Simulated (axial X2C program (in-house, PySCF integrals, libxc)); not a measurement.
# Spectroscopic constants of SnBr

All values were computed with an in-house all-electron X2C program for linear molecules (integrals from PySCF). Spin-free means the one-electron spin-free X2C Hamiltonian; two-component (2c) means X2C with spin–orbit coupling and atomic mean-field two-electron Coulomb and Gaunt terms, so the difference of the two also holds small scalar two-electron terms. Basis: Sn dyall-cv3z [11s12p9d4f1g], Br dyall-cv3z [8s9p6d4f1g] (cores contracted in-house); Gaussian nuclei, density fitting, unrestricted open shells. Masses: Sn 119.902 u, Br 78.918 u.

The run was started with this input:
```json
{"zs": [50, 35], "q": 0, "bas": ["dyall-cv3z", "dyall-cv3z"], "levels": ["PBE0", "HF", "BHandHLYP"], "cc": true, "r0": 2.54, "thr": -2.0, "nmax": 110, "npts": 10, "nst": 2, "ntry": 8}
```
```bash
python so2c.py task.json out
```

Keys: zs atomic numbers; q charge; bas basis sets; levels methods; cc coupled cluster on or off; r0 starting distance in Å; thr threshold in hartree for freezing inner shells (an s shell follows its p shell); nmax most natural virtual spinors; npts points on the curve; nst determinants followed; ntry starts of the search. HF also brings MP2.

State, spin-free: M_S = 1/2, Λ = 1 (beyond evenly filled blocks: π+α); electrons by block: σα: 18, σβ: 18, π+α: 10, π+β: 9, π-α: 9, π-β: 9, δ+α: 3, δ+β: 3, δ-α: 3, δ-β: 3. Fragments: Sn + Br.

State, 2c: Ω = 1/2 (⟨Sz⟩ = -0.50, ⟨Lz⟩ = 1.00 at PBE0); electrons by block: 1/2: 28, -1/2: 27, 3/2: 12, -3/2: 12, 5/2: 3, -5/2: 3. Fragments: Sn + Br.

| Hamiltonian | level | Re (Å) | ωe (cm⁻¹) | Be (cm⁻¹) | De (eV) | D0 (eV) | μ (D) |
| --- | --- | --- | --- | --- | --- | --- | --- |
| spin-free | PBE0 | 2.515 | 244.0 | 0.056 | 3.51 | 3.49 | -2.42 |
| spin-free | HF | 2.540 | 238.9 | 0.05491 | 2.22 | 2.20 | -2.98 |
| spin-free | MP2 | 2.507 | 248.0 | 0.05637 | 3.40 | 3.39 | n/a |
| spin-free | CCSD | 2.520 | 246.3 | 0.05577 | 3.33 | 3.31 | n/a |
| spin-free | CCSD(T) | 2.516 | 244.8 | 0.05594 | n/a | n/a | n/a |
| spin-free | BHandHLYP | 2.525 | 241.7 | 0.05557 | 3.30 | 3.29 | -2.74 |
| 2c | PBE0 | 2.518 | 242.3 | 0.05585 | n/a | n/a | -2.47 |
| 2c | HF | 2.543 | 237.2 | 0.05477 | n/a | n/a | -3.03 |
| 2c | MP2 | 2.510 | 246.5 | 0.05622 | n/a | n/a | n/a |
| 2c | CCSD | 2.524 | 244.7 | 0.05562 | n/a | n/a | n/a |
| 2c | CCSD(T) | 2.520 | 243.2 | 0.05579 | n/a | n/a | n/a |
| 2c | BHandHLYP | 2.528 | 239.8 | 0.05541 | n/a | n/a | -2.80 |

Correlated methods: 21 electrons correlated (number of frozen shells: Sn 4 s, 3 p, 1 d; Br 3 s, 2 p, 1 d), 273 virtual spin orbitals or spinors in MP2, 110 natural virtuals in coupled cluster.

Dipoles are positive if Br is the positive end.

The state is a single determinant with fixed occupations, the lowest that a limited PBE0 search found. Dissociation energies refer to the lowest single-determinant-based atoms at the same level and basis. De is not given where an atomic determinant may have missed its ground term or J level, or where the truncated virtual space spoils (T). Density functionals use the spin component along the axis (collinear). CCSD and (T) use frozen natural virtuals with an MP2 correction for the truncation; (T) itself is uncorrected, so its De runs slightly low. Without a current term, density functionals place determinants with orbital angular momentum somewhat too high.

Rough cost a point (2c) on 1 thread(s) of a shared host, integrals apart: PBE0 1.1 s, HF 0.8 s, CCSD(T) 29 s, BHandHLYP 1.1 s.

The whole task took 9.8 min on 1 thread of Intel(R) Xeon(R) Processor @ 2.30GHz, with other jobs on the host.
